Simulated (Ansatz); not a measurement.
Total energies of BH₂Br from Ansatz at CCSD(T)/def2-TZVPD, gas phase (1 Eh = 27.2114 eV = 2625.5 kJ/mol). The reference geometry is relaxed at r2SCAN-D4/def2-TZVP.

Cartesian coordinates in Å:
```
B 0.107 -0.128 0.106
H 0.450 0.204 1.193
H 0.361 -1.177 -0.389
Br -0.918 1.102 -0.910
```

```
                 state   geometry  energy (Eh)
      charge 0 singlet  reference  -2598.69999
     charge -1 doublet  reference  -2598.69630
 free B atom (doublet)          –    -24.59804
 free H atom (doublet)          –     -0.49981
free Br atom (doublet)          –  -2572.66318
```

Correlated methods freeze 10 core orbitals; core or outer-core shells of Br are correlated, in sets that lack core-valence functions.

(1) Work out the vertical electron affinity, to the doublet.

(2) What is the binding energy per atom against free atoms?

(1) E(charge 0 singlet) − E(charge -1 doublet) = -2598.69999 − (-2598.69630) = -0.00369 Eh = -0.10 eV; negative, so the extra electron isn't bound.

(2) Atoms: 1 × (-24.59804) + 2 × (-0.49981) + 1 × (-2572.66318) = -2598.26084 Eh. Binding: -2598.26084 − (-2598.69999) = 0.43915 Eh = 11.95 eV, or 2.99 eV for each of 4 atoms (no zero-point energy, no counterpoise term).
